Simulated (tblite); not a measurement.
Compound: C8H11OP.
Geometry (GFN2-xTB, Å), atoms numbered from 1 in this order:
```
atom  x, y, z in Å
C1    -3.8518    1.3652    0.0968
C2    -3.0651    0.4709    0.2171
C3    -2.0908   -0.5846    0.3511
P4    -0.6473   -0.2809   -0.7998
C5     0.5069   -1.5663   -0.1043
C6     1.9430   -1.2353   -0.5178
C7     2.3917    0.0656    0.1112
O8     3.2983    0.1233    0.9025
C9     1.5973    1.2828   -0.3078
C10    0.1310    1.1431    0.1102
H11   -4.5555    2.1365   -0.0011
H12   -2.5436   -1.5414    0.0717
H13   -1.7381   -0.6430    1.3863
H14    0.4308   -1.6074    0.9867
H15    0.2272   -2.5443   -0.5048
H16    2.6219   -2.0311   -0.2026
H17    1.9950   -1.1391   -1.6054
H18    1.6569    1.3864   -1.3944
H19    2.0398    2.1681    0.1551
H20    0.0589    0.9931    1.1922
H21   -0.4155    2.0551   -0.1432
```

Computed values, GFN2-xTB/tblite, gas phase, harmonic and unscaled. Errors from tens to a few hundred cm⁻¹ against measured bands are possible. One conformer, not necessarily the lowest.

Harmonic wavenumbers (cm⁻¹): 38.3, 58.7, 93.1, 152.8, 172.8, 197.9, 273.9, 297.2, 315.4, 342.8, 389.9, 430.1, 493.8, 627.8, 639.6, 670.1, 683.1, 700.4, 736.8, 767.5, 778.7, 818.3, 899.4, 907.5, 989.5, 1002.9, 1021.6, 1051.7, 1054.5, 1094.8, 1107.6, 1122.0, 1172.5, 1179.5, 1224.2, 1245.8, 1256.7, 1292.1, 1303.3, 1396.6, 1438.0, 1447.3, 1452.5, 1462.4, 1775.8, 2287.6, 2906.4, 2923.9, 2929.8, 2930.2, 2954.1, 2958.2, 2960.4, 2965.2, 2980.2, 2980.7, 3400.1.

A = 2688, B = 647.7, C = 574.5 MHz; mass 154.055 u (most abundant isotopes); point group C1, symmetry number 1.

Q: What is the zero-point energy?

A: Half the sum of the wavenumbers: 36377 cm⁻¹ = 435.17 kJ/mol.

Q: What is S at 400 K and 1 bar for an ideal gas of classical rigid rotors and harmonic oscillators?

A: Translation 177.79, rotation 129.83, vibration 186.34: S = 494.0 J/(mol K).

Q: And Cp and H(400 K) − H(0)?

A: Cp = 228.10 J/(mol K), of which vibrations give 194.85 (their classical limit is 57 R = 473.9); H(400 K) − H(0) = 52.20 kJ/mol without the zero-point energy, 38.90 from vibrations.

Q: Blend soft modes into free rotors: weight 1/[1 + (100 cm⁻¹/ν̃)⁴] for the oscillator and the rest for a rotor with moment μB/(μ + B), μ = h/(8π²ν), B = 10⁻⁴⁴ kg m². What vibrational entropy results?

A: 170.85 J/(mol K) in place of 186.34, which changes −T·S at 400 K by +6.20 kJ/mol.

Q: How do the functions run with temperature in this model?

A: 
```csv
T (K),S (J/(mol K)),Cp (J/(mol K)),H − H(0) (kJ/mol),G − H(0) (kJ/mol),ln q(vib)
100,301.8,82.0,5.66,-24.53,2.05
200,373.2,129.7,16.23,-58.42,4.91
300,435.4,180.4,31.72,-98.89,7.80
500,549.3,268.1,77.08,-197.57,13.63
800,694.7,349.6,170.87,-384.93,22.10
1000,776.7,384.5,244.47,-532.25,27.35
```

q(vib) and H(0) count from the zero-point level.

Q: Which modes carry the vibrational entropy at 400 K?

A: 38.3 cm⁻¹: 24.80; 58.7 cm⁻¹: 21.26; 93.1 cm⁻¹: 17.45; 152.8 cm⁻¹: 13.39; 172.8 cm⁻¹: 12.40; 197.9 cm⁻¹: 11.31 J/(mol K); the other 51 give 85.72 together.

Hindered rotation and anharmonicity are outside this model. Other conformers, if any are populated, would add a mixing term that is left out. The structure is chiral; the term R ln 2 for an equal mix with its mirror image is left out.
